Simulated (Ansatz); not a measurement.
Isolated molecules relaxed with PBE0-D4/def2-TZVP in Ansatz; ΔE leaves out vibrations. CCSD(T)/CBS adds triple-zeta CCSD(T) − MP2 to the extrapolated MP2 energy (def2 sets, frozen cores). This one scheme is used for every species. DFT in def2-TZVPP. Elements past krypton have def2 core potentials. For Te outer-core shells are correlated without core-valence functions, which leaves a few kJ/mol of doubt a bond. One conformer a species, not always the lowest.

Consider the formal exchange of groups at a Te–Si bond: `N[Si](O)(O)[TeH]` + silanol → `O[SiH2][TeH]` + `N[SiH](O)O`.

`N[Si](O)(O)[TeH]`:

```xyz
10

N    -0.878    0.079    1.226
Si    0.155    0.237   -0.114
O     1.575   -0.354    0.451
O     0.194    1.789   -0.633
Te   -0.475   -0.875   -2.265
H    -1.856    0.300    1.143
H    -0.717   -0.671    1.879
H     2.214   -0.606   -0.218
H     0.289    2.457    0.051
H    -0.501   -2.356   -1.519
```

`O[SiH3]`:

Z-matrix (Å, degrees):
```
Si
O 1 1.648
H 1 1.489 2 111.7
H 1 1.489 2 111.7 3 120.9
H 1 1.481 2 105.9 3 -119.6
H 2 0.957 1 117.9 3 -60.5
```

`O[SiH2][TeH]`:

Cartesian coordinates in Å:
```
O -0.876 1.405 0.285
Si -0.566 -0.123 -0.235
Te 1.816 -0.488 -0.894
H -0.246 1.801 0.889
H -0.872 -1.139 0.803
H -1.409 -0.310 -1.436
H 2.154 -1.147 0.588
```

`N[SiH](O)O`:

Z-matrix (Å, degrees):
```
Si
O 1 1.639
O 1 1.639 2 116.1
N 1 1.714 2 107.1 3 -119.6
H 1 1.475 2 104.4 3 114.2
H 2 0.959 1 117.1 3 74.9
H 3 0.959 1 117.0 2 -75.2
H 4 1.008 1 119.6 2 171.6
H 4 1.008 1 119.6 2 -46.2
```

(1) Is it downhill or uphill in electronic energy at CCSD(T)/CBS, and by how much? (Best estimate.)

(2) What do these levels give: PBE-D4, r2SCAN-D4, CAM-B3LYP-D4, PBE, PBE0, CCSD/CBS(def2)? (Best estimate.)

Largest T1 diagnostic among the species: 0.011.

Results:

(1) Computed: Nearly level: ΔE = -0.1 kJ/mol.

(2) Ansatz gave: PBE-D4 -0.1, r2SCAN-D4 0.2, CAM-B3LYP-D4 1.3, PBE -3.4, PBE0 -2.5, CCSD/CBS(def2) -0.6 kJ/mol.

Leaving LDA and LC-ωPBE aside and taking each functional with its dispersion term where it has one, the values, not all of them listed here, spread over 4.1 kJ/mol, from B2PLYP to revPBE-D4. The D4 term adds +5.4 kJ/mol with B3LYP and +3.0 kJ/mol with PBE0; it sums over pairs of atoms, weighted by their polarisabilities, and B3LYP, whose exchange is more repulsive, gets the larger term.

B3LYP here is the variant with VWN-RPA as its local correlation; programs differ in this.
